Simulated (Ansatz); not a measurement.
Consider the hydrogenolysis of a Ge–C bond: `[CH3][GeH2][S]S` + H₂ → `S[S][GeH3]` + CH₄.

Program: Ansatz. Geometries: PBE0-D4/def2-TZVP. ΔE: electronic, gas phase. CBS: MP2 limit from def2 TZ/QZ plus the TZ coupled-cluster correction, frozen cores. This one scheme is used for every species. Functionals use def2-TZVPP. B3LYP here is the variant with VWN-RPA as its local correlation; programs differ in this. For Ge outer-core shells are correlated without core-valence functions, which leaves a few kJ/mol of doubt a bond. Scalar relativity is left out up to krypton. Each species was taken in one conformer, which may not be the lowest.

(1) Is it downhill or uphill in electronic energy at CCSD(T)/CBS, and by how much? (Estimate.)

(2) What do these levels give: revPBE-D4, B97M-V, PBE0-D4, B3LYP-D4, r2SCANh-D4, PBE-QIDH, r2SCAN, B3LYP, CAM-B3LYP, LC-ωPBE, CCSD(T)/def2-SVP, MP2/CBS(def2)? (An estimate is asked.)

Largest T1 diagnostic among the species: 0.012.

Answers

(1) Ansatz gave: Downhill: ΔE = -28.3 kJ/mol.

(2) Ansatz gave: revPBE-D4 -26.6, B97M-V -42.4, PBE0-D4 -32.9, B3LYP-D4 -34.5, r2SCANh-D4 -32.6, PBE-QIDH -32.6, r2SCAN -33.6, B3LYP -44.3, CAM-B3LYP -43.6, LC-ωPBE -38.4, CCSD(T)/def2-SVP -44.1, MP2/CBS(def2) -21.7 kJ/mol.

The D4 term adds +9.9 kJ/mol with B3LYP and +5.6 kJ/mol with PBE0; it sums over pairs of atoms, weighted by their polarisabilities, and B3LYP, whose exchange is more repulsive, gets the larger term. In def2-TZVPP, CCSD(T) changes the Hartree–Fock value by +25.0 kJ/mol (the triples alone add +4.5 kJ/mol) and MP2 by +31.6 kJ/mol.
